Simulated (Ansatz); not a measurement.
`[BH]1N[SiH2][Zn]1` at its PBE0-D4/def2-TZVP geometry, where that method's forces vanish. The species carries charge 0 and has multiplicity 1.

```xyz
8

B     1.4763    0.3689   -0.3934
N     0.2281   -0.2484   -0.4642
Si   -1.1223    0.0377    0.7194
Zn    0.8062    1.3790    1.3411
H     2.3754    0.1951   -1.1594
H     0.0569   -0.9016   -1.2252
H    -2.3110    0.4721   -0.0809
H    -1.5095   -1.3029    1.2625
```

What forces (eV/Å) does B3LYP-D4/def2-TZVPP give on these atoms in Ansatz 0.2.0? (Best estimate.)

The calculation gave: 
```
B1   0.126 -0.126 -0.241
N2   0.106  0.000 -0.064
Si3 -0.310 -0.106  0.045
Zn4  0.087  0.154  0.151
H5  -0.089  0.038  0.103
H6   0.006  0.002 -0.001
H7   0.057 -0.025  0.036
H8   0.017  0.063 -0.030
```

B3LYP here is the variant with VWN-RPA as its local correlation; programs differ in this.
